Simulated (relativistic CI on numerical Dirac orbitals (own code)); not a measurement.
Hyperfine structure of Tc¹⁰⁺, mass number 99

Method of calculation: Dirac-Coulomb-Breit CI, orbitals from a KLI potential per configuration, model QED, unscaled Slater integrals (own radial code, finite nucleus).

Configurations in the expansion (outside the closed core [Ar] 3d10): 4s2 4p3, 4s 4p4, 4p5, 4s2 4p2 4d, 4s 4p3 4d, 4s2 4p2 4f, 4s 4p3 4f, 4p4 4d, 4s2 4p2 5s, 4s 4p2 4d2, 4s2 4p2 5p, 4s2 4p 4d 4f, 4s2 4p 4d2, 4s2 4d3, 4s 4p 4d3, 4s2 4d2 4f, 4s 4p 4d2 4f, 4s2 4d2 5s, 4p3 4d2, 4p2 4d3, 4p2 4d2 4f, 4p2 4d2 5s. Double excitations out of closed p, d and f shells are left out; levels of such configurations are missing from the list, as are those of other unlisted configurations, and high levels can miss mixing partners. These lack a partner that the ground configuration has and come out too high: 4s2 4p2 5p.

Nuclear spin I = 9/2, μ = 5.678 μN, Q = -0.129 b (tables of Stone and Pyykkö). The electronic factors are computed for point nuclear moments, without core polarisation or the Bohr-Weisskopf and QED corrections.

| Level | E (cm⁻¹) | A (MHz) | B (MHz) |
| --- | --- | --- | --- |
| 4s2 4p3 2D°_3/2 | 30675.3 | 3840 | -954 |
| 4s2 4p3 2D°_5/2 | 40735.2 | 10890 | 10 |
| 4s2 4p3 2P°_1/2 | 63474.0 | 31910 |  |
| 4s2 4p3 2P°_3/2 | 81428.7 | 5938 | 1140 |
| 4s 4p4 4P_5/2 | 240890.4 | 26080 | -896 |
| 4s 4p4 4P_3/2 | 258298.5 | 20800 | 800 |
| 4s 4p4 4P_1/2 | 263603.8 | 58850 |  |
| 4s 4p4 2D_3/2 | 299962.9 | -6792 | 1320 |

Levels with J = 0, under 50 % of one LS term, or S terms without an open s electron are left out. Small factors come from cancelling terms and can be off by tens of per cent or more.

At this charge energies of transitions that change n are usually good to better than 1 %, and those within a shell (Δn = 0) to a few per cent.

Give the hyperfine levels of 4s2 4p3 2D°_5/2 relative to its centre of gravity.

With K = F(F + 1) − I(I + 1) − J(J + 1), E = AK/2 + B[¾K(K + 1) − I(I + 1)J(J + 1)]/[2I(2I − 1)J(2J − 1)]: F = 2: -149800, F = 3: -117100, F = 4: -73530, F = 5: -19060, F = 6: 46290, F = 7: 122500 MHz.

LS names give the leading component of a level, which can be under half, so a name can repeat, a term be missing and a line seem to break the LS rules.
